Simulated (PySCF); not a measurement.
Method: r2SCAN-D4/def2-TZVP (PySCF). All species are isolated molecules in the gas phase. 

Reference species (SMILES): `[GaH3]` (neutral, multiplicity 1).

| Property | Value |
|---|---|
| HOMO | -7.68 eV |
| HOMO–LUMO gap | 5.38 eV |
| dipole moment | 0.00 D |

After one change: the HOMO rises by 0.83 eV; the HOMO–LUMO gap falls by 1.24 eV; the dipole moment rises by 0.10 D.

Which change was made? The new species is one of these.
A) `[SiH3][Ga]([SiH3])[SiH3]`
B) `[SiH3][GaH2]`
C) `[SiH3][GaH][SiH3]`

B, `[SiH3][GaH2]`
